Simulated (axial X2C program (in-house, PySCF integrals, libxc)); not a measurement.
# Potential curves of InB⁻, without spin–orbit coupling

Computed with an axial X2C code built on PySCF integrals. Spin-free means the one-electron spin-free X2C Hamiltonian. Basis: In dyall-acv3z [12s13p10d5f1g], B dyall-av3z [8s7p3d2f] (cores contracted in-house); Gaussian nuclei, density fitting, unrestricted open shells. Masses: In 114.904 u, B 11.009 u.

State: M_S = 3/2, Λ = 0 (beyond evenly filled blocks: σα, π+α, π-α). Energies in eV from the fragments at the same level (In + B-). Fits are polynomials in 1 − R0/R over 0.85 to 1.23 times the lowest point R0.

| R (Å) | TPSS |
| --- | --- |
| 1.9662 | -2.2661 |
| 2.0566 | -2.5655 |
| 2.1244 | -2.6979 |
| 2.1922 | -2.7706 |
| 2.2600 | -2.7973 |
| 2.3391 | -2.7847 |
| 2.4182 | -2.7374 |
| 2.5199 | -2.6420 |
| 2.6442 | -2.4934 |
| 2.8250 | -2.2502 |

One determinant describes the state; a PBE0 search over occupations chose it and may have missed a lower one. De is counted from the lowest determinant-based energies of the atoms at the same level, without counterpoise correction. PBE0 can misorder states that lie within some tenths of an eV, so this need not be the ground state of the molecule. The nearest other spin-free determinant of the search, M_S = 1/2, Λ = 0, lies 0.27 eV up at the distance of the search. The highest occupied level of some functionals is positive through self-interaction error; at Hartree–Fock it is bound. Spin-free De lacks the spin–orbit lowering of the heavy p-block atom, a tenth of an eV or more for 4p and 5p, up to an eV for 6p and one to two eV for 7p atoms, less what an open-shell molecule gains itself.

(1) Fit the TPSS curve near its minimum: give the equilibrium distance, the harmonic wavenumber and the well depth.

Answers

(1) At TPSS, spin-free: Re = 2.275 Å, ωe ≈ 440 cm⁻¹, De = 2.80 eV to In + B-; Be follows as 0.324 cm⁻¹.
